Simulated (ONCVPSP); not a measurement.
**cadmium: one change to an ONCV potential, before and after**

* Element: Cd
* Generator: ONCVPSP 4.0.1
* Type: optimised norm-conserving Vanderbilt (ONCV)
* Functional: PBEsol
* Relativity: scalar-relativistic
* Frozen core: [Ar] 3d10 4s2
* Valence charge: 18
* Reference configuration: 4p6 4d10 5s1.75 5p0.25
* Partial waves: 5s: rc 2.40 bohr, ncon 4, nbas 8, qcut 2.8 1/bohr, 2 projectors, debl 0.7 Ha; 4p+5p: rc 1.50 bohr, ncon 4, nbas 8, qcut 11.6 1/bohr, 2 projectors; 4d: rc 1.50 bohr, ncon 3, nbas 7, qcut 10.1 1/bohr, 2 projectors, debl 1.2 Ha
* Local potential: polynomial inside 1.25 bohr (lpopt 1, dvloc0 0 Ha)
* Core correction: none

All-electron outer shells of the reference configuration (PBEsol, scalar-relativistic, ld1.x):

```tsv
shell	level (eV)	outermost node (bohr)	outermost maximum (bohr)
3d	-394.17	–	0.27
4s	-106.34	0.43	0.79
4p	-67.43	0.43	0.84
4d	-12.25	0.42	0.98
5s	-6.05	1.06	2.32
5p	-1.41	1.20	3.25
```

Change: local potential polynomial inside 1.25 bohr (lpopt 1, dvloc0 4 Ha).

Cutoffs: the cutoffs (Ha) at which the residual kinetic energy of the hardest occupied pseudo-wave falls to 1 and 0.1 mHa per electron; they do not see the model core or the augmentation charge, which bear on the density cutoff. Errors are all-electron minus pseudo energies relative to the spin-unpolarised reference configuration.

Q: What does the change do?

A: The potential gets neither clearly harder nor softer (34 Ha and 41 Ha → 34 Ha and 41 Ha); the bound ghost in s disappears; the lowest positive-energy flag moves from none to s at 7.0 eV; of the 3 tests that both files solve, the error grows in 0 and shrinks in 1 by more than 15 % and 0.3 meV (median size 4.4 → 4.2 meV). In the separable form a ghost depends on how the local part lies against the semilocal potential of the channel, so the choice of the local part can create or remove one.

```csv
quantity,base,changed
"cutoff, loose",34 Ha,34 Ha
"cutoff, tight",41 Ha,41 Ha
bound ghosts,s,none
GHOST(+) flags under 300 eV,none,s at 7.0 eV
tests with a reliable result,3 of 4,3 of 4
"error for 4p6 4d10 5s2 5p0, meV [ΔE -1.15 eV]",-0.1,-0.1
"error for 4p6 4d10 5s1 5p0, meV [ΔE 8.16 eV]",-4.4,-4.2
"error for 4p6 4d9 5s2 5p1, meV [ΔE 11.50 eV]",-11,-4.8
s: phases at 2.44 bohr within 0.05 rad from the reference energy up to (Ha; the scan ends near 5),n/a,n/a
p: phases at 1.52 bohr within 0.05 rad from the reference energy up to (Ha; the scan ends near 5),to the end of the scan,to the end of the scan
d: phases at 1.52 bohr within 0.05 rad from the reference energy up to (Ha; the scan ends near 5),to the end of the scan,to the end of the scan
```

 A true bound ghost makes a file unfit for plane-wave use even where its test errors are small: the radial tests pick states by their node count and pass the ghost by.
